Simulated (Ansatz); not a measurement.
C6H5O, doublet (typed; the unrestricted solution is spin-contaminated), geometry from GFN2-xTB; HF/def2-SVP (Ansatz, a first-principles code).

Here is a job for Ansatz.
Ansatz 0.2 input:
```yaml
crystal:
  periodic: [false, false, false]
  atoms:
    - {symbol: O, position_ang: [-2.26745109, 0.04900751, -0.04407530]}
    - {symbol: C, position_ang: [-0.90878131, 0.00479194, -0.01862883]}
    - {symbol: C, position_ang: [-0.28778686, -1.24945281, -0.08708222]}
    - {symbol: C, position_ang: [1.07058195, -1.27637353, -0.06051965]}
    - {symbol: C, position_ang: [1.88638811, -0.18568950, 0.02726349]}
    - {symbol: C, position_ang: [1.25874993, 1.05531763, 0.09471935]}
    - {symbol: C, position_ang: [-0.12137824, 1.14673295, 0.07188874]}
    - {symbol: H, position_ang: [-2.56875278, 0.96399006, 0.00902401]}
    - {symbol: H, position_ang: [-0.89964724, -2.13451201, -0.15727072]}
    - {symbol: H, position_ang: [2.96166543, -0.26373796, 0.04460819]}
    - {symbol: H, position_ang: [1.85681909, 1.95241617, 0.16540174]}
    - {symbol: H, position_ang: [-0.59711732, 2.11782365, 0.12499382]}
basis:
  gaussian:
    orbitals: def2-SVP
    fitting: {mean_field: cc-pVTZ-JKFIT}
hamiltonian:
  xc: hf
magnetization: {spin_polarized: true, initial_magnetization: 1}
```

### Question
What does Ansatz print? Leave out banner, timings and long lists.

### Answer

```
Functional definition: HF
703 factors; integrals over basis functions are off by at most 1.6e-1 eV
mean field evaluation 1: about -8286.6032 eV, gradient 2.6e1 eV
mean field evaluation 2: about -8290.2260 eV, gradient 1.0e1 eV
mean field evaluation 4: about -8290.8760 eV, gradient 1.3e0 eV
mean field evaluation 8: about -8290.9294 eV, gradient 5.5e-1 eV
mean field evaluation 16: about -8291.1009 eV, gradient 1.8e-5 eV
mean field -8291.10086605 eV, -304.6923369173 hartree, gradient 1.8e-5 eV, S^2 1.278820; 0 other end points of the search recorded, 0 dependent functions left out
reference -8291.10086605 eV, -304.6923369173 hartree; 25, 24 occupied and 98, 99 virtual orbitals, 703 factors
Total energy: -8291.10086605 eV, -304.6923369173 hartree
```
